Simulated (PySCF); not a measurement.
C3H9ClSi, SMILES [C@H](C[SiH3])(Cl)C. Atoms are numbered in the order given.

```xyz
14

C      0.9214    -1.1797     0.9010
C      0.5868    -0.1999    -0.2123
Cl     1.9654     1.0044    -0.3643
C     -0.7201     0.5580    -0.0191
Si    -2.2898    -0.5126    -0.0159
H      0.1573    -1.9727     0.9556
H      0.9545    -0.6653     1.8738
H      1.8971    -1.6538     0.7255
H      0.5829    -0.7174    -1.1826
H     -0.6812     1.1320     0.9228
H     -0.8352     1.2977    -0.8282
H     -2.3815    -1.3544     1.2120
H     -3.4838     0.3787    -0.0747
H     -2.2941    -1.4136    -1.2069
```

Geometry: B3LYP-D3(BJ)/def2-SVP. The structure was generated by enumeration; whether it is a known compound was not checked. The values are those of a single conformer.

Method: TDDFT-PBE/def2-SVPD in PySCF.

Vertical excitations. Gas-phase values at a fixed geometry.

| state | energy (eV) | λ (nm) | f | main pairs |
|---|---|---|---|---|
| S1 | 6.36 | 195 | 0.007 | HOMO→LUMO 90 % |
| S2 | 6.43 | 193 | 0.002 | HOMO−1→LUMO 91 % |
| S3 | 6.66 | 186 | 0.040 | HOMO→LUMO+1 86 % |
| S4 | 6.69 | 185 | 0.012 | HOMO−1→LUMO+1 89 % |
| S5 | 7.16 | 173 | 0.028 | HOMO→LUMO+2 97 % |
| S6 | 7.20 | 172 | 0.000 | HOMO−1→LUMO+2 100 % |
| S7 | 7.27 | 171 | 0.001 | HOMO→LUMO+3 87 % |
| S8 | 7.33 | 169 | 0.006 | HOMO−1→LUMO+3 86 % |
| S9 | 7.41 | 167 | 0.038 | HOMO−2→LUMO 58 %, HOMO→LUMO+4 15 %, HOMO−1→LUMO+3 10 % |
| S10 | 7.43 | 167 | 0.008 | HOMO→LUMO+4 84 % |
| T1 | 5.85 | 212 | 0 | HOMO→LUMO 98 % |
| T2 | 5.92 | 210 | 0 | HOMO−1→LUMO 98 % |
| T3 | 6.49 | 191 | 0 | HOMO→LUMO+1 98 % |
| T4 | 6.59 | 188 | 0 | HOMO−1→LUMO+1 98 % |
Triplets are in the Tamm–Dancoff approximation, which puts them higher than full response would, so one can lie above its singlet here.
